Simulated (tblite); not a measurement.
A tight-binding relaxation on `[F][GeH]([F])[GeH]1[O]CC[O]1`.

Computed with GFN2-xTB geometry optimisation, gas phase (tblite 0.8.0). Start geometry: from a force field or distance geometry. The input is one job of a driver script: a line of settings, then coordinates in Å.

Command:
```bash
OMP_NUM_THREADS=1 python probes_run.py task.json out
```

Input:
```
{"job": {"kind": "relax", "xc": "GFN2-xTB", "basis": "xTB"}, "charge": 0, "multiplicity": 1}
F      3.284400     1.766700    -0.253700
Ge     2.503900     0.293200     0.286700
F      2.163300     0.410000     2.015000
Ge     0.469800    -0.039500    -0.918600
O     -0.395900    -1.457000    -0.260800
C     -1.668800    -0.923800     0.001400
C     -1.574500     0.583100     0.337800
O     -0.681500     1.242700    -0.517900
H      3.463600    -0.914100     0.050400
H      0.686100    -0.167700    -2.435100
H     -2.117800    -1.471900     0.857000
H     -2.323000    -1.073500    -0.881300
H     -1.232900     0.711000     1.400900
H     -2.577400     1.040200     0.251100
```

Task: Estimate the output.

Result: 
```
step      E/eV     max force
  0    -787.05858    1.599
  1    -787.16252    0.844
  2    -787.24952    0.650
  3    -787.29644    0.548
  4    -787.33959    0.542
  5    -787.37431    0.622
  6    -787.41355    0.722
  7    -787.44717    0.536
  8    -787.47241    0.357
  9    -787.48652    0.233
... (148 lines left out)
158    -787.59093    0.213
159    -787.59505    0.030
160    -787.59532    0.034
161    -787.59566    0.057
162    -787.59587    0.029
163    -787.59598    0.021
164    -787.59618    0.022
165    -787.59623    0.019
166    -787.59629    0.012
167    -787.59633    0.008
```

«max force» is the largest atomic force in eV/Å.

Task: From which step on does the largest force stay under 0.1 eV/Å, and how much energy is left to gain from there?

Result: From step 159 (0.030 eV/Å), 1.3 meV above the end.

In short: energy lowered by 12.4 kcal/mol over 167 steps; largest atomic force 0.008 eV/Å at the end.

Task: Give the final coordinates.

Result: 1.142 Å rms from the input after alignment:
```
atom  x, y, z in Å
F1     3.8322   -0.4469   -0.6109
Ge2    2.5928    0.3024    0.3883
F3     3.2917    1.9164    0.4941
Ge4    0.4338    0.3743   -0.8166
O5    -0.3717   -1.2088   -0.6409
C6    -1.7204   -1.0292   -0.2465
C7    -1.8253    0.2798    0.5483
O8    -0.9085    1.2121    0.0039
H9     2.9588   -0.2540    1.7716
H10    0.4949    0.9072   -2.2568
H11   -2.0109   -1.8887    0.3600
H12   -2.3563   -0.9774   -1.1348
H13   -1.5858    0.1036    1.6019
H14   -2.8259    0.7088    0.4714
```

Task: How long does this job take on one thread of an Arm Neoverse V1, shared host?

Result: About 1.2 s.
Labels such as C1 count atoms from 1, the log's own numbers from 0.
